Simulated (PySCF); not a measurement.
A PySCF script (with the pyscf-properties extension) for the NMR shieldings of cyclo-(H2SiO)2, on a PBE0-D3(BJ)/def2-SVP geometry:

```python
import basis_set_exchange as bse
import numpy as np
from pyscf import gto, dft
from pyscf.prop import nmr

atoms = """
Si   -0.067765   -0.719850   -0.964105
H     0.137185   -0.260772   -2.362559
H    -0.365160   -2.174924   -0.915148
O    -1.169150    0.232153   -0.091458
Si    0.067371    0.718058    0.964669
H    -0.135119    0.273227    2.368129
H     0.365633    2.172721    0.903141
O     1.167005   -0.240613    0.097322
"""
names = dict.fromkeys(["Si", "H", "O"], "pcSseg-1")
basis = {el: gto.basis.parse(bse.get_basis(n, elements=[el], fmt="nwchem")) for el, n in names.items()}
mol = gto.M(atom=atoms, basis=basis, charge=0, verbose=0)
mf = dft.RKS(mol, xc="B3LYP")
mf.grids.level = 2
mf.grids.alignment = dft.numint.BLKSIZE   # the property module wants whole blocks of grid points
mf.conv_tol = 1e-9
mf.kernel()

calc = nmr.RKS(mf)   # GIAO
C = mf.mo_coeff
Co = C[:, mf.mo_occ > 0]
resp = mf.gen_response(singlet=True, hermi=2)
def vind(x):   # induced exchange potential for any number of trial vectors
    d = np.einsum("pi,xij,qj->xpq", C, 2 * x.reshape(-1, C.shape[1], Co.shape[1]), Co, optimize=True)
    return np.einsum("xpq,pi,qj->xij", resp(d - d.transpose(0, 2, 1)), C, Co, optimize=True).ravel()
mo1, _ = nmr.rhf.solve_mo1(calc, with_cphf=vind)
sigma = calc.kernel(mo1)
for i, s in enumerate(sigma):   # ppm
    w = np.linalg.eigvalsh((s + s.T) / 2)
    print("%2d %-2s iso %8.1f  s11 %8.1f  s22 %8.1f  s33 %8.1f" % (i, mol.atom_pure_symbol(i), w.mean(), *w))
```

**Question.** What are the results?

**Answer.** 
```
 0 Si iso    331.4  s11    306.2  s22    315.6  s33    372.3
 1 H  iso     25.8  s11     23.2  s22     23.3  s33     31.0
 2 H  iso     25.8  s11     23.2  s22     23.3  s33     31.0
 3 O  iso    223.4  s11    127.8  s22    207.4  s33    334.9
 4 Si iso    331.4  s11    306.1  s22    315.6  s33    372.6
 5 H  iso     25.8  s11     23.2  s22     23.3  s33     31.0
 6 H  iso     25.8  s11     23.2  s22     23.3  s33     31.0
 7 O  iso    223.3  s11    127.8  s22    207.4  s33    334.9
```

These numbers come from an equivalent density-fitted implementation of the same equations, which agrees with the script to about 0.01 ppm for H and up to a few tenths of a ppm for heavy atoms, so last digits may differ.

**Question.** Turn these shieldings into chemical shifts. Scale: 29Si (337.86 ppm), 1H (31.38 ppm) vs TMS; 17O (334.04 ppm) against H2O (reference shieldings calculated alike).

**Answer.** Averaging equivalent atoms: Si 0/4: 6.5; H 1/2/5/6: 5.56; O 3/7: 110.7 ppm. Experimental scales use liquid or dissolved standards, which lie at an offset from isolated H2O (liquid H2O: subtract about 36 ppm).

Size and cost of the density-fitted run: 102 basis functions, 6.9 s wall time (5.1 s CPU) on 1 thread of an x86-64 server CPU, shared host.
